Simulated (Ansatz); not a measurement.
Single points on CeCl₃.

```yaml
crystal:
  periodic: [false, false, false]
  atoms:
    - {symbol: Ce, position_ang: [-0.006042, -0.001450, 0.528712]}
    - {symbol: Cl, position_ang: [2.436145, -0.022452, -0.148267]}
    - {symbol: Cl, position_ang: [-1.195247, 2.120020, -0.184215]}
    - {symbol: Cl, position_ang: [-1.234845, -2.096117, -0.196230]}
basis:
  gaussian: {orbitals: def2-SVP, initial_orbitals: start.molden}
magnetization: {spin_polarized: true, initial_magnetization: 1}
hamiltonian: {xc: pbe0, dispersion: d4}
scf: {omitted_lower_state_checks: [starts]}
output: {orbitals: {seedname: orbitals}}
```

The file start.molden holds the orbitals of an earlier run on this structure, at another level or in another basis.

```sh
$ ansatz run in.yaml --threads 4 --pin off --events-out ev --progress --plain --max-ram 8704MiB
```

Output, abridged:

```
Functional definition: PBE0
1148 factors; integrals over basis functions are off by at most 5.6e-4 eV
mean field evaluation 1: about -50476.6152 eV, gradient 1.0e1 eV
mean field evaluation 2: about -50476.7274 eV, gradient 1.7e-1 eV
mean field evaluation 4: about -50476.7772 eV, gradient 5.0e-4 eV
mean field evaluation 8: about -50476.7772 eV, gradient 3.1e-5 eV
mean field -50476.77724562 eV, -1854.9873493882 hartree, gradient 5.0e-6 eV, S^2 0.751325; 0 other end points of the search recorded, 0 dependent functions left out
reference -50476.77730616 eV, -1854.9873516129 hartree; 41, 40 occupied and 91, 92 virtual orbitals, 1148 factors
Total energy: -50476.88217043 eV, -1854.9912053038 hartree
Checks for a lower state left out: starts
```

Hardware: 4 threads of Arm Neoverse V2 on a shared host. Wall time 13 s.

The first input with `hamiltonian: {xc: {name: LC-wPBE, parameters: {omega: 0.15/bohr}}}` (abridged; 11 s):

```
Functional definition: LC-wPBE
mean field -50476.73108432 eV, -1854.9856529917 hartree, gradient 2.2e-6 eV, S^2 0.751874
Total energy: -50476.73108441 eV, -1854.9856529948 hartree
Checks for a lower state left out: starts
```

First input, but with `gaussian: {orbitals: def2-TZVP, initial_orbitals: start.molden}`, `correlation: {method: mp2}` and without the key `hamiltonian` (abridged; 48 s):

```
Functional definition: HF
mean field evaluation 16: about -50406.8221 eV, gradient 1.1e-2 eV
mean field evaluation 32: about -50406.8222 eV, gradient 4.7e-3 eV
mean field -50406.82228247 eV, -1852.4165519096 hartree, gradient 2.0e-10 eV, S^2 0.751114
19 core orbitals not correlated: weight in the atoms' cores, before any rotation towards them, 1.000 or more for the frozen orbitals, at most 0.000 for the correlated occupied ones
second order -39.23776591 eV of doubles, -0.00000000 eV of singles
Total energy: -50446.06004839 eV, -1853.8585132106 hartree
Checks for a lower state left out: starts
```

First input, but with `gaussian: {orbitals: def2-TZVP, initial_orbitals: start.molden}`, `hamiltonian: {xc: {name: B97M-V}}` (abridged; 3.5 min):

```
Functional definition: B97M-V
mean field evaluation 16: about -50491.0624 eV, gradient 6.0e-3 eV
mean field evaluation 32: about -50491.0637 eV, gradient 6.5e-6 eV
mean field -50491.06368750 eV, -1855.5123664434 hartree, gradient 6.5e-6 eV, S^2 0.752711
Total energy: -50491.06377564 eV, -1855.5123696825 hartree
Checks for a lower state left out: starts
```

As the first input, with `gaussian: {orbitals: def2-TZVP, initial_orbitals: start.molden}`, `output: {forces: true, orbitals: {seedname: orbitals}}` (abridged; 50 s):

```
Functional definition: PBE0
mean field evaluation 16: about -50489.7906 eV, gradient 7.8e-7 eV
mean field -50489.79060238 eV, -1855.4655814284 hartree, gradient 8.2e-8 eV, S^2 0.751281
Total energy: -50489.89551195 eV, -1855.4694367837 hartree
Atom 0 force     0.000618     0.000180    -0.075562 eV/Å
Atom 1 force    -0.002896    -0.000045     0.025109 eV/Å
Atom 2 force     0.001107    -0.002479     0.025215 eV/Å
Atom 3 force     0.001171     0.002344     0.025238 eV/Å
Dipole moment:    -0.011360    -0.002723     0.994011 e Å
Checks for a lower state left out: starts
```

The first input with `gaussian: {orbitals: def2-TZVP, initial_orbitals: start.molden}`, `hamiltonian: {xc: pbe, dispersion: d4}`, `output: {forces: true, orbitals: {seedname: orbitals}}` (abridged; 24 s):

```
Functional definition: PBE
mean field evaluation 16: about -50487.1351 eV, gradient 2.9e-6 eV
mean field -50487.13512637 eV, -1855.3679944847 hartree, gradient 1.4e-8 eV, S^2 0.752117
Total energy: -50487.25325509 eV, -1855.3723356350 hartree
Atom 0 force    -0.000851    -0.000182     0.056336 eV/Å
Atom 1 force     0.074080    -0.000645    -0.017971 eV/Å
Atom 2 force    -0.036024     0.064238    -0.019006 eV/Å
Atom 3 force    -0.037205    -0.063411    -0.019359 eV/Å
Dipole moment:    -0.010567    -0.002533     0.924670 e Å
Checks for a lower state left out: starts
```

As the first input, with `gaussian: {orbitals: def2-TZVP, initial_orbitals: start.molden}`, `hamiltonian: {xc: {name: LC-wPBE}}` (abridged; 22 s):

```
Functional definition: LC-wPBE
mean field -50492.89456183 eV, -1855.5796498342 hartree, gradient 7.6e-6 eV, S^2 0.750924
Total energy: -50492.89456184 eV, -1855.5796498345 hartree
Checks for a lower state left out: starts
```

Geometry: r2SCAN-D4/def2-SVP.

In the def2 sets Ce takes a core potential; there is no spin–orbit coupling. LC-ωPBE has ω = 0.4 bohr⁻¹. Correlated methods freeze 19 core orbitals; core or outer-core shells of Ce are correlated, in sets that lack core-valence functions. With an open 4f shell the SCF may have ended on a state above the lowest.
